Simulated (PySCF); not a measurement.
A GIAO shielding run with PySCF (density fitting, non-relativistic, gas phase) on `COc1ccc[n+]([S-])n1`, C₅H₆N₂OS:

```
$ OMP_NUM_THREADS=1 python probes_run.py task.json out

{"job": {"kind": "nmr", "xc": "PBE0", "basis": "pcSseg-1"}, "charge": 0, "multiplicity": 1}
C     -2.483841    -0.915463    -0.022226
O     -1.817484     0.317351     0.201134
C     -0.491609     0.307309     0.101938
C      0.212995     1.505973     0.314394
C      1.590243     1.434645     0.198704
C      2.181982     0.230217    -0.109787
N      1.428863    -0.878856    -0.299442
S      2.107985    -2.320017    -0.666273
N      0.107509    -0.828957    -0.192088
H     -3.543627    -0.706153     0.101732
H     -2.153678    -1.665814     0.697848
H     -2.280575    -1.284387    -1.028763
H     -0.314220     2.411979     0.551718
H      2.206579     2.307011     0.346469
H      3.244467     0.093152    -0.217269
```

Hardware: 1 thread of an Arm Neoverse V1, shared host. The job also computes population analyses, field gradients, ring-centre shieldings.

(1) How large is the calculation?

(2) How long does it take?

Answers

(1) 74 electrons, 190 basis functions and 997 auxiliary functions.

(2) 36 s of wall time, with 16 SCF cycles and 6 response iterations. Times on a shared host scatter by some tens of per cent.
